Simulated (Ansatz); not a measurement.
Start from `C[NH][InH][OH]` and change one atom or group to get `[OH][InH][NH][SiH3]`.

Ansatz, PBE0-D4/def2-TZVP geometries, multiplicity 1. Each molecule was computed in one conformer, which needn't be the lowest.

Elements past krypton have def2 core potentials.

```json
{"property": "HOMO–LUMO gap (PBE/def2-TZVPP) / eV", "`C[NH][InH][OH]`": "3.72"}
{"property": "HOMO–LUMO gap (PBE0/def2-TZVPP) / eV", "`C[NH][InH][OH]`": "5.77"}
{"property": "HOMO energy (B3LYP/def2-TZVPP) / eV", "`C[NH][InH][OH]`": "-6.27"}
{"property": "size of the dipole moment (PBE/def2-TZVPP) / D", "`C[NH][InH][OH]`": "2.29"}
{"property": "LUMO energy (B3LYP/def2-TZVPP) / eV", "`C[NH][InH][OH]`": "-0.98"}
{"property": "HOMO–LUMO gap (B3LYP/def2-TZVPP) / eV", "`C[NH][InH][OH]`": "5.29"}
```

(1) Give the same properties after the change, and the shifts. (An estimate is asked.)

## Answers

(1) Computed: 
| property | `[OH][InH][NH][SiH3]` | shift |
| --- | --- | --- |
| HOMO–LUMO gap (PBE/def2-TZVPP) / eV | 4.23 | 0.51 |
| HOMO–LUMO gap (PBE0/def2-TZVPP) / eV | 6.40 | 0.63 |
| HOMO energy (B3LYP/def2-TZVPP) / eV | -7.17 | -0.90 |
| size of the dipole moment (PBE/def2-TZVPP) / D | 0.81 | -1.48 |
| LUMO energy (B3LYP/def2-TZVPP) / eV | -1.29 | -0.31 |
| HOMO–LUMO gap (B3LYP/def2-TZVPP) / eV | 5.89 | 0.60 |

With PBE0 the HOMO falls by 0.92 eV and the LUMO falls by 0.29 eV, so the gap widens by about 0.63 eV. PBE moves the HOMO by -0.89 eV and ωB97M-V by -0.90 eV. Dipoles are sizes alone; their direction can turn.

B3LYP here is the variant with VWN-RPA as its local correlation; programs differ in this.
